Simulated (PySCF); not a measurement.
## From computed data to an observable: oscillator strength and radiative lifetime

Sn(H)3(NCO) (CH3NOSn), SMILES O=C=[N][SnH3].

Coordinates come from a PBE0-D3(BJ)/def2-SVP optimisation. The def2 effective core potentials stand for the cores of Sn; spin–orbit coupling is left out.

TDA-PBE0/def2-SVPD (PySCF) puts the first singlet state with f over 0.02 at 7.35 eV (vertical), with the transition dipole (0.141, 0.308, 0.021) in atomic units.

Task: Find the oscillator strength, the wavelength and the radiative lifetime that this transition would have in vacuum if emission retraced absorption.

Result: 
|μ|² = 0.1152 au, so |μ| = 0.86 D. ΔE = 7.35/27.211 = 0.2701 hartree. f = (2/3) ΔE |μ|² = 0.021 (the program prints 0.021).
λ = 1239.84/7.35 = 169 nm; ν = 59282 cm⁻¹.
Einstein's coefficient A = 0.6670 ν² f s⁻¹ (ν in cm⁻¹) = 4.9e7 s⁻¹, so τ = 1/A = 21 ns. This state is S7; the lower singlets have f = 0.003, 0.018, 0.010, 0.015, 0.003, 0.001. The figure is the radiative limit of this one transition; relaxation, internal conversion, crossing to triplets and a medium change what is measured.
